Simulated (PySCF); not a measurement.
## NMR problem set

PySCF 2.14.0 with density-fitted response routines calculation with structure optimised with GFN2-xTB and shieldings: GIAO PBE0/pcSseg-1; no relativistic terms, no solvent, fast rotation and ring inversion assumed for equivalent nuclei, a single conformation.

References, each an isolated molecule treated in the same way: TMS for ¹H (31.72 ppm) and ¹³C (186.93 ppm). Splittings of carbon signals by F and P are missing where no couplings were computed. Where no couplings were computed, multiplicities follow the n + 1 count of equivalent neighbours, and m marks all less simple cases (inequivalent or close neighbours, rings, F or P nearby). Shifts are as computed. Against solution values, carbons near 30 ppm lie about +3 ppm off and those near 130 ppm about +5 ppm. Of 1211 compounds with measured shifts, 218 miss one by over three times the rms of a fit or turn the order of signals round; such compounds aren't used in these exercises.

(1) C5H3F5. ¹H NMR (300 MHz, computed): δ 7.80 (m, 1H), 7.58 (m, 1H), 5.65 (m, 1H). ¹³C{¹H} NMR (computed): δ 132.3 (C), 128.6 (CH), 126.0 (CH), 92.8 (CH), 75.2 (C). Give a structure.

(2) C8H5OP. ¹H NMR (300 MHz, computed): δ 10.41 (m, 1H), 9.45 (m, 1H), 9.26 (m, 1H), 8.46 (m, 1H), 3.19 (s, 1H). ¹³C{¹H} NMR (computed): δ 196.1, 174.0, 164.5, 146.3, 145.1, 128.6, 93.1, 89.4. Give a structure.

(3) C7H7N. ¹H NMR (400 MHz, computed): δ 7.03 (d, 1H), 2.93 (m, 1H), 2.61 (m, 1H), 1.98 (m, 1H), 1.81 (m, 1H), 1.11 (m, 1H), -0.10 (m, 1H). ¹³C{¹H} NMR (computed): δ 163.1, 121.2, 118.2, 43.2, 29.8, 20.7, 20.5. Give a structure.

(4) C3H9ClO2Si. ¹H NMR (300 MHz, computed): δ 3.85 (s, 6H), 0.15 (s, 3H). ¹³C{¹H} NMR (computed): δ 52.4 (CH3), 0.6 (CH3). What is it?

Answers

(1) `F[C@H](C(F)(F)F)C1(F)C=C1`. Rings plus π bonds: 2 (1 ring in the answer). 5 carbon signals for 5 carbons: no two carbons are equivalent. Carbon types of the structure: 2 × C, 3 × CH, which accounts for all hydrogens. δC 132.3: CF3 carbon; 3 electronegative neighbours deshield it. δC 128.6, 126.0: alkene CH; as expected for a trigonal carbon in a double bond. δC 92.8: sp3 CH bonded to F; the inductive effect lowers its shielding. δC 75.2: three-membered-ring carbon; deshielded by the electronegative neighbour.

The data come from this structure; uniqueness wasn't tested.

(2) SMILES C#Cc1ccpc(C=O)c1. 8 carbon signals for 8 carbons: no two carbons are equivalent. Carbon types of the structure: 3 × C, 5 × CH, which accounts for all hydrogens. δC 93.1: terminal alkyne carbon; sp carbons lie upfield of alkene carbons because the cylindrical π system leaves one tensor component strongly shielded. δC 89.4: alkyne carbon; the triple bond shields along its axis, which puts it between sp3 and sp2 carbons. δH 10.41: hydrogen on an aldehyde carbonyl carbon; the formyl region, downfield of aromatic protons. δH 9.45, 9.26, 8.46: hydrogen on an aromatic CH.

This is the structure that produced the data.

(3) SMILES [C@H]12C=C(C#N)C[C@H]1C2. Rings plus π bonds: 5 (2 rings in the answer). 7 carbon signals for 7 carbons: no two carbons are equivalent. Carbon types of the structure: 2 × C, 3 × CH, 2 × CH2, which accounts for all hydrogens. δC 163.1: alkene CH; as expected for a trigonal carbon in a double bond. δC 121.2: nitrile carbon; typical of a nitrile. δC 118.2: fully substituted alkene carbon; as expected for a trigonal carbon in a double bond. δH 2.93, 2.61: hydrogen on an allylic sp3 CH2; allylic position.

The shifts were computed for this structure.

(4) methyldimethoxychlorosilane (SMILES CO[Si](C)(Cl)OC). The formula gives 0 degrees of unsaturation. 2 carbon signals for 3 carbons: some carbons are equivalent by symmetry or fast rotation. Carbon types of the structure: 3 × CH3, which accounts for all hydrogens. δC 52.4: methyl carbon bonded to O; deshielded by the electronegative neighbour. δC 0.6: methyl carbon bonded to Si; an electropositive neighbour leaves it electron-rich and shielded. δH 3.85: hydrogen on a methyl carbon bonded to O; its carbon carries O, an electronegative neighbour. δH 0.15: hydrogen on a methyl carbon bonded to Si; an electropositive neighbour shields it, as in TMS itself.

This is the structure that produced the data.
